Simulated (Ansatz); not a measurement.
Ansatz (a first-principles code) input (PBE/def2-SVP):

Ansatz 0.2 input:
```yaml
crystal:
  periodic: [false, false, false]
  atoms:
    - {symbol: C, position_ang: [-0.82880747, -0.85321887, 0.09333913]}
    - {symbol: C, position_ang: [-0.92924405, 0.62460597, -0.23543664]}
    - {symbol: C, position_ang: [0.34001918, 0.13822213, 0.40950566]}
    - {symbol: N, position_ang: [1.51629915, 0.19488341, -0.33550768]}
    - {symbol: H, position_ang: [-0.64568999, -1.52977438, -0.73414714]}
    - {symbol: H, position_ang: [-1.46790648, -1.24046512, 0.88781194]}
    - {symbol: H, position_ang: [-1.63577576, 1.22445929, 0.33362985]}
    - {symbol: H, position_ang: [-0.82635303, 0.90803235, -1.27729542]}
    - {symbol: H, position_ang: [0.33128085, 0.35172249, 1.50536208]}
    - {symbol: H, position_ang: [2.13854425, -0.53581382, 0.02874361]}
basis:
  gaussian:
    orbitals: def2-SVP
hamiltonian:
  xc: {name: PBE}
total_charge: -1
output: {forces: true}
```

Output:

```
Functional definition: PBE
integrals: 0.03 GiB planned
994 factors; their error is unknown
mean field: 0.20 GiB planned
mean field evaluation 1: about -4680.6487 eV, gradient 4.9e1 eV
mean field evaluation 2: about -4623.1616 eV, gradient 1.3e2 eV
mean field evaluation 4: about -4686.2588 eV, gradient 1.1e1 eV
mean field evaluation 8: about -4686.5604 eV, gradient 5.3e-2 eV
mean field evaluation 16: about -4686.4992 eV, gradient 1.1e-4 eV
mean field -4686.49924708 eV, -172.2256707069 hartree, gradient 4.3e-5 eV, S^2 0.000000; 0 other end points of the search recorded, 0 dependent functions left out
the calculation of the forces begins
reference -4686.49927980 eV, -172.2256719093 hartree; 16, 16 occupied and 70, 70 virtual orbitals, 994 factors
Total energy: -4686.49927980 eV, -172.2256719093 hartree
Atom 0 at    -0.828807    -0.853219     0.093339 Å, force    -0.007292     0.357155     0.135635 eV/Å
Atom 1 at    -0.929244     0.624606    -0.235437 Å, force     0.008047    -0.296185     0.157568 eV/Å
Atom 2 at     0.340019     0.138222     0.409506 Å, force     0.973040    -0.217544    -0.799167 eV/Å
Atom 3 at     1.516299     0.194883    -0.335508 Å, force    -0.488209     0.633282    -0.426503 eV/Å
Atom 4 at    -0.645690    -1.529774    -0.734147 Å, force     0.192183    -0.396301    -0.528645 eV/Å
Atom 5 at    -1.467906    -1.240465     0.887812 Å, force    -0.490447    -0.239927     0.494756 eV/Å
Atom 6 at    -1.635776     1.224459     0.333630 Å, force    -0.456070     0.360890     0.374112 eV/Å
Atom 7 at    -0.826353     0.908032    -1.277295 Å, force     0.132770     0.169361    -0.656260 eV/Å
Atom 8 at     0.331281     0.351722     1.505362 Å, force    -0.166152     0.134830     0.895354 eV/Å
Atom 9 at     2.138544    -0.535814     0.028744 Å, force     0.302130    -0.505562     0.353149 eV/Å
Dipole moment:    -0.608639    -0.156624     0.206846 e Å
```

The dipole moment of an ion depends on the origin.

The geometry given is a B3LYP-D3(BJ)/def2-TZVP minimum.
